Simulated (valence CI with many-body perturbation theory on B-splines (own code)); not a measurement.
Results of a calculation; reference values are marked as such.
Sb⁹⁺: what each term of the Hamiltonian does

Level of theory: relativistic CI+MBPT: six valence electrons over a frozen Dirac-Fock core [Kr], a basis of 7 s, 7 p, 8 d, 6 f, 4 g, 1 h functions for each j, with the one-electron correlation potential Σ1, the two-electron term Σ2, the three-electron term Σ3, Breit, model QED; selected CI, second order for the rest, scaled by the run's own slope (own B-spline code, finite nucleus).

No measured spectrum was set against this ion. As an estimate, terms of the open shell hold to 2 to 4 % of their energy, and close levels can change places. Core correlation moves these levels by up to 2900 cm⁻¹, and in measured spectra 5 to 20 % of such shifts remained as error; rates that hang on mixing are uncertain with them. Not all symmetries were solved, so the list stops early. Among the levels kept, up to 1100 cm⁻¹ of a level comes from second order outside the variational space, and about a tenth of that is noise between levels of different J, which matters for small intervals. Only levels of the ground parity were solved; by the run's estimate the other parity begins above the list, which can be wrong where configurations are misplaced.

Each rung adds one term. CI alone is the Dirac-Coulomb CI over the frozen core; QED comes last and gives the full result, which names the levels. Energies are above 4d6 5D_4 on the same rung, in cm⁻¹.

Names give the largest LS component (configuration and term), which can be under half, so a name can repeat, a term be missing and a line seem to break the LS rules; names also repeat where a configuration has a term twice.

| Level | CI alone | + Σ1 | + Σ2 | + Σ3 | + Breit | Full |
| --- | --- | --- | --- | --- | --- | --- |
| 4d6 5D_3 | 5666 | 5852 | 6151 | 6185 | 6029 | 6047 |
| 4d6 5D_2 | 7350 | 7505 | 7806 | 7675 | 7564 | 7580 |
| 4d6 5D_1 | 9575 | 9825 | 10347 | 10265 | 10080 | 10105 |
| 4d6 5D_0 | 10304 | 10559 | 11164 | 11060 | 10864 | 10891 |
| 4d6 3H_4 | 28003 | 28070 | 26423 | 25125 | 25199 | 25195 |

Q: How does the ionisation energy move along the ladder, and which term matters most?

A: CI alone 181.08, + Σ1 182.82, + Σ2 185.26, + Σ3 185.67, + Breit 185.65, + QED 185.66 eV. The largest step is Σ2, 2.44 eV. NIST lists 185 ± 2.2 eV (theoretical).
